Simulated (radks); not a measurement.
The numbers below are computed, except where a source is named.
Valence configurations of Hg III (all share [Xe]). Code: a radial shooting solver on a logarithmic mesh with Libxc functionals. Model: Dirac Kohn-Sham, PBE, spin-unpolarised, spherical densities, finite nucleus; open shells are shared between the two j in proportion to 2j + 1; Fermi nuclear charge, rms radius 5.4648 fm. Energies are relative to 4f14 5d10; eigenvalues in eV.

[
 {"valence": "4f14 5d10", "E (eV)": "0.000", "e(4f5/2)": "-117.10", "e(4f7/2)": "-112.91", "e(5d3/2)": "-29.944", "e(5d5/2)": "-28.022", "e(6p1/2)": "-"},
 {"valence": "4f14 5d9 6p1", "E (eV)": "15.059", "e(4f5/2)": "-122.81", "e(4f7/2)": "-118.61", "e(5d3/2)": "-34.347", "e(5d5/2)": "-32.309", "e(6p1/2)": "-18.033"},
 {"valence": "4f14 5d9.5 6p0.5", "E (eV)": "7.206", "e(4f5/2)": "-119.94", "e(4f7/2)": "-115.75", "e(5d3/2)": "-32.148", "e(5d5/2)": "-30.168", "e(6p1/2)": "-17.095"},
 {"valence": "4f12 5d10 6p2", "E (eV)": "231.98", "e(4f5/2)": "-154.17", "e(4f7/2)": "-149.71", "e(5d3/2)": "-42.434", "e(5d5/2)": "-39.963", "e(6p1/2)": "-20.274"},
 {"valence": "4f12 5d10 6s0.5 6p1.5", "E (eV)": "227.00", "e(4f5/2)": "-153.35", "e(4f7/2)": "-148.89", "e(5d3/2)": "-41.681", "e(5d5/2)": "-39.220", "e(6p1/2)": "-19.853"},
 {"valence": "4f14 5d9 6s1", "E (eV)": "6.144", "e(4f5/2)": "-121.13", "e(4f7/2)": "-116.93", "e(5d3/2)": "-32.802", "e(5d5/2)": "-30.786", "e(6p1/2)": "-"},
 {"valence": "4f13.5 5d10 6p0.5", "E (eV)": "51.827", "e(4f5/2)": "-126.07", "e(4f7/2)": "-121.81", "e(5d3/2)": "-32.954", "e(5d5/2)": "-30.896", "e(6p1/2)": "-17.178"},
 {"valence": "4f13 5d10 6s1", "E (eV)": "98.637", "e(4f5/2)": "-133.54", "e(4f7/2)": "-129.22", "e(5d3/2)": "-34.465", "e(5d5/2)": "-32.292", "e(6p1/2)": "-"},
 {"valence": "4f14 5d8 6p2", "E (eV)": "32.739", "e(4f5/2)": "-128.63", "e(4f7/2)": "-124.43", "e(5d3/2)": "-38.723", "e(5d5/2)": "-36.567", "e(6p1/2)": "-19.861"},
 {"valence": "4f13 5d10 6p1", "E (eV)": "107.70", "e(4f5/2)": "-135.25", "e(4f7/2)": "-130.92", "e(5d3/2)": "-36.046", "e(5d5/2)": "-33.851", "e(6p1/2)": "-18.214"}
]

NIST lists [Xe] 4f14 5d10 as the ground configuration; this level of theory agrees among the configurations tried. The energies are those of spherical spin-averaged densities, not of single terms.
